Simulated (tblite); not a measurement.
Compound: C4H5F4NSi.
SMILES with atom numbers: `[CH:1]#[C:2][CH2:3][NH:4][Si@H:5]([F:6])[C:7]([F:8])([F:9])[F:10]` (hydrogens: H11 on C1; H12, H13 on C3; H14 on N4; H15 on Si5)

Structure optimised with GFN2-xTB, isolated species.

Q: List the bond lengths, angles and torsions at this level.

A: 
```csv
bond,length (pm)
C1≡C2,119.7
C2–C3,145.1
C3–N4,145.9
N4–Si5,169.9
Si5–F6,160.4
Si5–C7,193.8
"C7–F8, C7–F9",134.5
C7–F10,135.4
C1–H11,104.9
C3–H12,109.2
C3–H13,109.6
N4–H14,101.1
Si5–H15,145.2
```

Bonds in one row agree within 1 pm and their mean is given. A selection of angles:
```csv
angle,degrees
C2–C1–H11,178.3
C1–C2–C3,177.5
C2–C3–N4,112.7
C2–C3–H12,109.3
C2–C3–H13,109.3
N4–C3–H12,108.0
N4–C3–H13,108.8
H12–C3–H13,108.7
C3–N4–Si5,123.2
C3–N4–H14,111.7
Si5–N4–H14,119.6
N4–Si5–F6,106.4
N4–Si5–C7,104.1
N4–Si5–H15,124.5
F6–Si5–C7,106.9
F6–Si5–H15,105.2
C7–Si5–H15,108.6
Si5–C7–F8,114.3
Si5–C7–F9,112.1
F8–C7–F9,106.2
```

Torsions: C2–C3–N4–Si5 -89° (synclinal); C3–N4–Si5–F6 -54° (synclinal); N4–Si5–C7–F8 78° (synclinal).

Of the pairs four or more bonds apart, F6···H12 is among the closest relative to their van der Waals radii: 2.72 Å, 102 % of the sum of Bondi's values. Si5 (fluorine-bound silicon) is distorted tetrahedral (angles from 104.1° to 124.5°). The C–C distances run from 1.197 Å (C1≡C2, drawn triple) to 1.451 Å (C2–C3, drawn single), a spread of 0.254 Å. N4 (silicon-bound nitrogen) has angles 123.2°, 119.6° and 111.7°, sum 354.5°, 0.18 Å off the plane of its three neighbours.

Point group: C1 (no symmetry element, even within 0.4 Å). Its GFN2-xTB frequencies are all real (lowest 16 cm⁻¹). The numbers are those of one conformer.

On one thread of an Arm Neoverse N1, shared host with 64 logical CPUs at a one-minute load of 60, this took 1.4 s wall. This is the geometry optimisation.

These are computed values.
